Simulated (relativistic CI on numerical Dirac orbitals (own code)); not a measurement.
# d1 to d9 in one octahedral field

Computed with a parametric ligand-field model without spin-orbit coupling, by exact diagonalisation: B = 350, C = 1690, 10Dq = 33500 cm⁻¹ (Oh; |10Dq|/B = 95.7) for every shell. Energies in cm⁻¹; the field energy is (0.6 n_e − 0.4 n_t2) × 10Dq of the ground term; g labels are left out. So small a B with so large a field is typical of 4d and 5d ions, where spin-orbit coupling, left out here, reaches 1,000 to 4,000 cm⁻¹.

```csv
Shell,Ground term,Electrons in e,Field energy,First spin-allowed bands,Lowest term of other spin
d1,2T2,0.000,-13400,2E 33500,
d2,3T1,0.003,-26691,"3T2 32570, 3T1 36890",1T2 5556
d3,4A2,0.000,-40200,"4T2 33500, 4T1 37555",2E 7973
d4,3T1,0.006,-53395,"3E 31756, 3T1 32186",1T2 5080
d5,2T2,0.012,-66593,"2A2 31172, 2T1 31295",4T1 25384
d6,1A1,0.010,-80055,"1T1 32111, 1T2 37378",3T1 28625
d7,?,?,?,?,?
d8,3A2,2.000,-40200,"3T2 33500, 3T1 37555",1E 6158
d9,2E,3.000,-20100,2T2 33500,
```

(1) Fill in the row of d7.

Results:

(1) Ground term: 2E; Electrons in e: 1.006; Field energy: -60092; First spin-allowed bands: 2T1 32034, 2T2 32505; Lowest term of other spin: 4T1 25461. Low spin: d4, d5, d6, d7; the other shells keep the spin of the free ion. Only d4 to d7 can choose; the field needed to pair spins is smallest for d6 and largest for d5, which loses most exchange energy. In the strong-field picture 10Dq must exceed about 6B + 5C = 10550 (d4), 7.5B + 5C = 11075 (d5), 2.5B + 4C = 7635 (d6) and 4B + 4C = 8160 (d7); mixing of terms shifts these bounds somewhat.
